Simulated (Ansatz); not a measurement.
Species: C₆H₆N, charge 0, multiplicity 2. It need not be the lowest isomer of its formula. 
Coordinates optimised at B3LYP-D3(BJ)/def2-TZVP (Ansatz, a first-principles code):
SMILES: Cc1n[c]ccc1
```xyz
13

C     -2.3216     0.3709     0.1879
C     -0.8494     0.1328     0.0710
C     -0.0066     0.9190    -0.7053
C      1.3569     0.6301    -0.7610
C      1.8684    -0.4420    -0.0409
C      0.9274    -1.1490     0.6945
N     -0.3237    -0.9040     0.7611
H     -2.8741    -0.5102    -0.1442
H     -2.6357     1.2276    -0.4068
H     -2.5940     0.5467     1.2303
H     -0.4125     1.7522    -1.2632
H      2.0150     1.2427    -1.3661
H      2.9167    -0.7015    -0.0549
```
Charge 0, spin multiplicity 2.

Basis-set convergence of Hartree-Fock and MP2 correlation energies (hartree) with Ansatz. Correlated levels leave the core frozen unless marked. Open shells are spin-unrestricted. No spin-orbit coupling. Non-relativistic.

The UHF reference is spin-contaminated (<S^2> 0.51 over the pure value in the largest basis). 

| basis | functions | E(HF) | E(corr, MP2) |
|---|---|---|---|
| cc-pVDZ | 128 | -285.12093 | -0.88072 |
| cc-pVTZ | 294 | -285.19178 | -1.08114 |
| cc-pVQZ | 565 | -285.20987 | -1.15208 |

Extrapolating the two largest sets (X = 3 and 4) as X^-3: E(corr) = (64·(-1.15208) - 27·(-1.08114))/37 = -1.2038 Eh, an estimate of the basis-set limit. The largest set recovers 95.7 % of it, the smallest 73.2 %.
